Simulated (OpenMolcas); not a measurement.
## Computed transition rates of Zr+

| Property | Result |
| --- | --- |
| Program | OpenMolcas |
| Method | MS-RASPT2, IPEA 0.25 Eh, imaginary shift 0.1 Eh (closed shells correlated: 4s 4p) |
| Basis | ANO-RCC-VTZP [7s6p4d2f1g] |
| Scalar Hamiltonian | DKH2, point nucleus |
| Active space | 3 electrons in 9 orbitals (RAS2 4d 5s; RAS3 5p, at most 2 electrons) |
| State averaging | 2S+1 = 4 even, 20 roots; 2S+1 = 2 even, 70 roots kept (CI in the orbitals of an earlier block); 2S+1 = 4 odd, 45 roots; 2S+1 = 2 odd, 87 roots kept (CI in the orbitals of an earlier block, 80 in the spin-orbit step) |
| Spin-orbit coupling | state interaction with AMFI integrals over the reference wave functions, term energies averaged over their components |

Rates come from the transition moments of the reference wave functions (E1 in the length form). At fixed line strength A goes as λ^-3 for E1 and M1 and as λ^-5 for E2, so a rate at the computed wavelength can be rescaled to the measured one. Measured vacuum wavelengths follow from level energies in NIST Handbook of Basic Atomic Spectroscopic Data. Branching counts E1 and M1 decays inside the model space alone, at computed energies, and the table is only a selection of the E1 lines, drawn from those between levels with measured partners whose computed energy lies within a factor of 1.5 of the measured one.

```csv
Upper,Lower,Type,λ computed (nm),λ measured (nm),A computed (s-1),A rescaled (s-1),Branching %
4d² 5p ⁴G°_5/2 [68 %],4d² 5s ²F_5/2,E1,450.1,449.8,1.06e+07,,5.9
4d² 5p ⁴G°_5/2 [68 %],4d² 5s ²D_3/2,E1,411.7,421.3,6.25e+06,,3.5
4d² 5p ⁴G°_5/2 [68 %],4d³ ⁴F_3/2,E1,396,393.5,1.04e+07,1.06e+07,5.7
4d² 5p ⁴G°_7/2,4d³ ⁴F_5/2,E1,388.8,384.4,8.74e+06,9.04e+06,4.2
4d² 5p ⁴G°_9/2,4d³ ⁴F_7/2,E1,382.8,376.8,8.08e+06,8.47e+06,3.6
4d² 5p ⁴G°_11/2,4d³ ⁴F_9/2,E1,377.3,369.9,8.15e+06,8.65e+06,3.5
4d² 5p ⁴F°_5/2,4d³ ⁴F_5/2,E1,367.3,361.6,5.90e+07,6.18e+07,25.9
4d² 5p ⁴F°_7/2,4d³ ⁴F_7/2,E1,365.4,357.8,6.04e+07,6.43e+07,25.1
4d² 5p ⁴F°_9/2,4d³ ⁴F_9/2,E1,364.2,355.8,7.16e+07,7.68e+07,29.0
4d² 5p ⁴F°_5/2,4d³ ⁴F_3/2,E1,362.1,357.4,1.07e+07,1.11e+07,4.7
4d² 5p ⁴G°_5/2 [68 %],4d² 5s ⁴F_5/2,E1,360.6,361.4,2.71e+07,2.69e+07,15.0
4d² 5p ⁴G°_5/2 [68 %],4d² 5s ⁴F_3/2,E1,356.7,357.3,1.21e+08,1.20e+08,66.8
4d² 5p ⁴G°_7/2,4d² 5s ⁴F_7/2,E1,355.1,355.3,3.45e+07,3.44e+07,16.8
4d² 5p ⁴G°_9/2,4d² 5s ⁴F_9/2,E1,351,350.7,2.50e+07,2.51e+07,11.2
4d² 5p ⁴G°_7/2,4d² 5s ⁴F_5/2,E1,349.8,349.7,1.55e+08,1.55e+08,75.1
4d² 5p ⁴G°_9/2,4d² 5s ⁴F_7/2,E1,344.5,343.9,1.90e+08,1.91e+08,85.0
4d² 5p ⁴G°_11/2,4d² 5s ⁴F_9/2,E1,340.6,339.3,2.25e+08,2.28e+08,96.5
4d² 5p ⁴F°_5/2,4d² 5s ⁴F_7/2,E1,337.1,335.7,3.83e+07,3.88e+07,16.8
4d² 5p ⁴F°_7/2,4d² 5s ⁴F_9/2,E1,336.2,334.2,2.31e+07,2.35e+07,9.6
4d² 5p ⁴F°_5/2,4d² 5s ⁴F_5/2,E1,332.3,330.7,7.56e+07,7.67e+07,33.2
4d² 5p ⁴F°_7/2,4d² 5s ⁴F_7/2,E1,330.3,328,1.10e+08,1.12e+08,45.8
4d² 5p ⁴F°_9/2,4d² 5s ⁴F_9/2,E1,329.8,327.4,1.43e+08,1.46e+08,57.8
4d² 5p ⁴F°_5/2,4d² 5s ⁴F_3/2,E1,328.9,327.3,2.73e+07,2.77e+07,12.0
4d² 5p ⁴F°_7/2,4d² 5s ⁴F_5/2,E1,325.7,323.3,2.90e+07,2.97e+07,12.0
4d² 5p ⁴F°_9/2,4d² 5s ⁴F_7/2,E1,324.1,321.5,2.53e+07,2.59e+07,10.3
```

Spin-changing lines and M1 lines between different terms are not rescaled, since their strength hangs on the term gaps too.

The largest correction is for 4d² 5p ⁴F°_9/2 → 4d³ ⁴F_9/2 (E1): 7.16e+07 × (364.2 / 355.8)^3 = 7.68e+07 s-1, a factor of 1.07.

The computed rate and branching of 4d² 5p ⁴G°_11/2 → 4d² 5s ⁴F_9/2 give the upper level a radiative lifetime of 0.965 / 2.25e+08 s-1 = 4.29e-09 s, counting decays inside the model space alone. The rescaled rate gives about 4.2e-09 s.

The computed order of these levels differs from the measured one in 1 place, and where term gaps are wrong the rates of spin-changing lines can be off by large factors.

No measured rate stands beside these. Rescaling mends the energy factor alone: line strengths can still be far off where a level mixes with configurations outside the active space, and weak or spin-changing lines hang on small mixing coefficients that depend on the term gaps too, so rescaling need not improve them.

CASPT2 does not keep the components of a term degenerate, so their means are used; among the terms shown or strongly mixed into the levels shown the widest spread is 880 cm-1 (4d² 5s ²F). Blocks of more than 70 roots (2S+1 = 2 odd) ran without multistate coupling. Some high roots are left out of the spin-orbit mixing, which shifts the levels that they would mix with. Some levels mix across a computed gap that differs much from the measured one, so their mixing is not that of the real levels. Terms from blocks run as CI alone lack orbitals of their own. Configurations are named by rounded mean occupations; where the s occupation lies near a half they are strongly mixed, a name can repeat and a true partner stay unpaired. A single d shell beside an s shell can misplace configurations of different d count against each other. The CASPT2 spread within a term exceeds the gap to the next term for 4d³ ⁴F and 4d² 5s ²D, 4d² 5p ⁴G° and 4d² 5p ²F°(1), so the order of their levels is uncertain, and so are names and mixing where such terms share a J. Measured partners are found by configuration, term and J. A level has none where our copy of the source lacks it or the pairing is in doubt (some pairs that miss far off the trend of their configuration count as doubtful). Levels of configurations outside the active space are missing.

A share in square brackets marks a mixed level and gives the weight of the term that names it. A number in round brackets counts repeated terms of one configuration in the order of the reference energies. ° marks odd parity.
